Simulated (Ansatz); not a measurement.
## How methods differ on BClF2 (chlorodifluoroborane)

The species is BClF2 (4 atoms), meant as a singlet with charge 0. SMILES: `FB(F)Cl`. The coordinates come from a PBE0-D4/def2-TZVP relaxation.

```xyz
4

F    -0.1737   -1.2543   -0.5463
B    -0.0671   -0.0413   -0.0620
F    -1.0116    0.8301   -0.3177
Cl    1.3079    0.4053    0.9057
```

Quantity: the energy change with the F1–B2 bond stretched from 1.310 to 2.621 Å, in eV. The values are calculated.

| level | kind | program | value (eV) | less FCI/STO-3G | CPU time (all runs) |
| --- | --- | --- | --- | --- | --- |
| HF/STO-3G (restricted) | Hartree–Fock | Ansatz | 10.14 | +4.29 | 0.42 s |
| SVWN5/STO-3G (restricted) | LDA | Ansatz | 8.03 | +2.18 | 1.8 s |
| B3LYP/STO-3G (restricted) | global hybrid | Ansatz | 7.88 | +2.03 | 2.7 s |
| r2SCAN0/STO-3G (restricted) | hybrid meta-GGA | Ansatz | 8.45 | +2.60 | 6.5 s |
| wB97X/STO-3G (restricted) | range-separated hybrid | Ansatz | 8.50 | +2.65 | 11 s |
| CCSDT/STO-3G (restricted) | coupled cluster or CI | Ansatz | 5.87 | +0.02 | 1.5 s |
| CCSDTQ/STO-3G (restricted) | coupled cluster or CI | Ansatz | 5.85 | 0.00 | 63 s |
| FCI/STO-3G | exact in the basis | Ansatz | 5.85 | 0.00 | 33 s |

FCI/STO-3G is exact within its basis and frozen core, so for wave-function methods in that basis the difference is their error; functionals converge differently with the basis, so for them it is only a difference. Spin-restricted single references rise too steeply as a bond breaks, Hartree–Fock most of all. Perturbation and coupled-cluster corrections on them can overshoot downwards. The first shape isn't each level's own minimum. The values span 5.85 to 10.14 eV. All rows use very small basis sets, so even the best lies far from the true value. CPU times are rough (shared hosts, several kinds of processor): they show what a rung costs within a factor of a few.
